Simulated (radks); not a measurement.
The numbers below are computed, except where a source is named.
Fractional charge and spin in the 4s shell of germanium: the spin-up occupation runs from 0 to 1 and the spin-down occupation from 0 to 1; the fullest corner is Ge, [Ar] 3d10 4p(up 1, down 1) 4s(up 1, down 1). Code: a radial shooting solver on a logarithmic mesh with Libxc functionals. Model: non-relativistic Kohn-Sham, r2SCAN, spin-polarised, spherical densities, point nucleus; meta-GGA in the generalised Kohn-Sham scheme. Energy (eV) minus the two flat planes that join the four corners (they meet along the diagonal where the two added fractions sum to one electron); zero is where a piecewise linear energy would lie.

down \ up       0     0.5       1
0           0.000  -1.099   0.000
0.5        -1.099   0.539  -0.960
1           0.000  -0.960   0.000

Corners above the fullest one (they belong to Ge+ and the next ion): (up 1, down 0) 15.599 eV, (up 0, down 1) 15.599 eV, (up 0, down 0) 41.623 eV. With half an added electron in each spin the energy lies 0.539 eV from the planes, and with half an added electron in spin up alone -1.099 eV. The planes are only a guide here: the flat-plane condition holds for ground states with one frontier orbital, while this shell lies below other occupied shells, so the corners above the fullest one are inner-hole states and not the ground states of those ions.
